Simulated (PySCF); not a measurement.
B(F)(Me)(SMe) (C2H6BFS), SMILES CSB(C)F. Atoms are numbered in the order given.

```xyz
11

B      0.0321     0.8195     0.0000
F      0.9108     1.8258     0.0000
C     -1.4936     1.1640     0.0000
H     -2.1754     0.3048     0.0000
H     -1.7184     1.7885    -0.8812
H     -1.7184     1.7885     0.8812
S      0.7903    -0.8156     0.0000
C     -0.6231    -1.9538     0.0000
H     -1.2404    -1.8265     0.8990
H     -0.2088    -2.9703     0.0000
H     -1.2404    -1.8265    -0.8990
```

Geometry: PBE0-D3(BJ)/def2-SVP. One conformer was computed; it need not be the lowest.

Method: PySCF with PBE/def2-TZVP.

- total energy: -602.47769 hartree
- point group: Cs
- highest occupied level: -6.21 eV
- lowest empty level: -1.07 eV
- orbital gap: 5.15 eV
- dipole moment: 2.60 D
- quadrupole, principal values (traceless, Buckingham form, about the centre of nuclear charge): -2.17, 0.18, 2.00 D·Å
- mean static polarisability: 59.7 bohr³ (8.84 Å³)
- polarisability, principal values: 46.1, 59.5, 73.3 bohr³
